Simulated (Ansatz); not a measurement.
System: C$_{3}$H$_{3}$O, charge 0, doublet. C3H3O (SMILES C=C[C]=O, doublet).
B3LYP-D3(BJ)/def2-TZVP minimum from Ansatz (a quantum-chemistry and plane-wave program):
```xyz
7

C      1.6477     0.5480     0.0825
C      0.3539     0.4933    -0.4647
C     -0.6633    -0.2427    -0.0048
O     -1.5546    -0.8780     0.3858
H      2.3898     1.1806    -0.3759
H      1.9195    -0.0285     0.9527
H      0.0977     1.0803    -1.3409
```
Charge 0, spin multiplicity 2.

Total energies in hartree (Ansatz). Open shells are spin-unrestricted; no spin-orbit coupling. Correlated methods leave the cores frozen. No relativity. Where a partner has so few electrons that a lower coupled-cluster level is exact, that level stands in. The UHF reference of C3H3O (C=C[C]=O, doublet) is spin-contaminated (<S^2> up to 0.11 over the pure value in the sets run).

```tsv
species	HF/cc-pVTZ	CCSD(T)/cc-pVTZ	HF/cc-pVQZ	CCSD(T)/cc-pVQZ	CCSD(T)/cc-pVDZ	CCSDT(Q)/cc-pVDZ
1: C3H3O (SMILES O=[C]C=C, doublet)	-190.21402	-190.94170	-190.22746	-190.99769	-190.75592	-190.75916
2: C (triplet)	-37.69157	-37.78076	-37.69331	-37.78654	-37.76038	-37.76071
3: O (triplet)	-74.81176	-74.97396	-74.81729	-74.99357	-74.90995	-74.91013
4: H (doublet)	-0.49981	-0.49981	-0.49995	-0.49995	-0.49928	-0.49928
```

Question: Work out the atomisation energy (electronic, to ground-state atoms) in kcal/mol: take Hartree-Fock from cc-pVQZ, extrapolate the CCSD(T) correlation energy as X^-3 (X = 3, 4), and add CCSDT(Q) - CCSD(T) in cc-pVDZ. 1 hartree = 627.51 kcal/mol.

Answer: 
Species 1: correlation (64·(-0.77023) - 27·(-0.72768))/37 = -0.80128; step -0.00324; E1 = -190.22746 + (-0.80128) + (-0.00324) = -191.03198
Species 2: correlation (64·(-0.09323) - 27·(-0.08919))/37 = -0.09618; step -0.00033; E2 = -37.69331 + (-0.09618) + (-0.00033) = -37.78982
Species 3: correlation (64·(-0.17628) - 27·(-0.16220))/37 = -0.18655; step -0.00018; E3 = -74.81729 + (-0.18655) + (-0.00018) = -75.00402
Species 4: correlation (64·(0.00000) - 27·(0.00000))/37 = 0.00000; step +0.00000; E4 = -0.49995 + (0.00000) + (+0.00000) = -0.49995
-1·E1 +3·E2 +1·E3 +3·E4 = 1.15865 hartree = 727.1 kcal/mol.
